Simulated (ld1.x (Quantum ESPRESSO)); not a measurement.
## iron (Fe): variants of one TM potential

Base potential:

Fe, norm-conserving Troullier–Martins (Kleinman–Bylander form), made with ld1.x (Quantum ESPRESSO) 7.5 (LDA (PZ), scalar-relativistic). Core [Ar], reference 3d6 4s1.5 4p0 (charge +0.5). Waves: 4s (bound): rc 2.15 bohr; 4p (bound, empty): rc 3.40 bohr; 3d (bound): rc 1.25 bohr. Local part: all-electron potential smoothed inside 1.85 bohr (lloc = -2). Core correction: Bessel-smoothed model core inside 0.95 bohr.

All-electron outer shells of the reference configuration (LDA (PZ), scalar-relativistic, ld1.x):

| shell | level (eV) | outermost node (bohr) | outermost maximum (bohr) |
| --- | --- | --- | --- |
| 3p | -64.04 | 0.30 | 0.72 |
| 3d | -11.83 | – | 0.71 |
| 4s | -8.94 | 1.00 | 2.32 |
| 4p | -4.34 | 1.10 | 3.02 |

Cutoffs, loose and tight: the cutoffs (Ry, on a coarse ladder) from which the occupation-weighted sum of valence levels, in a spherical-Bessel basis at the reference potential, stays within 10 and 1 mRy of its value at 400 Ry. They do not see the model core or the augmentation charge, which bear on the density cutoff. Test errors are all-electron minus pseudo excitation energies from the reference, over the configurations 3d6 4s2 4p0; 3d6 4s1 4p0; 3d6 4s0 4p0; 3d4 4s0 4p0; 3d5 4s2 4p1; 3d7 4s1 4p0; 3d6 4s0 4p1 (two spin-polarised tests are not counted in the largest error). A dash means not determined; rows that change the core or the reference have their own tests. The largest error is taken over the tests solved by every variant that gives reliable tests at all: 3d4 4s0 4p0; 3d5 4s2 4p1; 3d6 4s1 4p0.

| change | outcome | cutoff, loose | cutoff, tight | bound ghosts | largest test error (meV) |
| --- | --- | --- | --- | --- | --- |
| base | generated | 140 Ry | 230 Ry | none | -1614 |
| all radii but the core radius scaled by about 0.76 (s 1.64, p 2.60, d 0.96 bohr); local potential all-electron potential smoothed inside 1.42 bohr (lloc = -2) | generated | 200 Ry | 300 Ry | none | -1628 |
| all radii but the core radius scaled by about 0.90 (s 1.94, p 3.06, d 1.12 bohr); local potential all-electron potential smoothed inside 1.66 bohr (lloc = -2) | generated | 160 Ry | 260 Ry | none | -1572 |
| all radii but the core radius scaled by about 1.10 (s 2.36, p 3.72, d 1.38 bohr); local potential all-electron potential smoothed inside 2.02 bohr (lloc = -2) | generated | 120 Ry | 200 Ry | none | -1661 |
| all radii but the core radius scaled by about 1.23 (s 2.64, p 4.18, d 1.54 bohr); local potential all-electron potential smoothed inside 2.28 bohr (lloc = -2) | generated | 100 Ry | 180 Ry | none | -1773 |
| all radii but the core radius scaled by about 1.38 (s 2.98, p 4.70, d 1.72 bohr); local potential all-electron potential smoothed inside 2.56 bohr (lloc = -2) | generated | 90 Ry | 160 Ry | none | -1995 |

What comes out with this change to the base: all radii but the core radius scaled by about 1.04 (s 2.22, p 3.52, d 1.30 bohr); local potential all-electron potential smoothed inside 1.92 bohr (lloc = -2)?

outcome: generated; cutoff, loose: 140 Ry; cutoff, tight: 200 Ry; bound ghosts: none; largest test error (meV): -1611.

Reading the sweep of the scale of all radii but the core radius (base = 1) (base included, trends over the rows without a ghost): The loose cutoff falls from 200 Ry at 0.76 to 90 Ry at 1.38. A larger radius leaves more room for a smooth pseudo-wave, so fewer plane waves are needed; a smaller one forces it to follow the all-electron wave where it bends sharply.
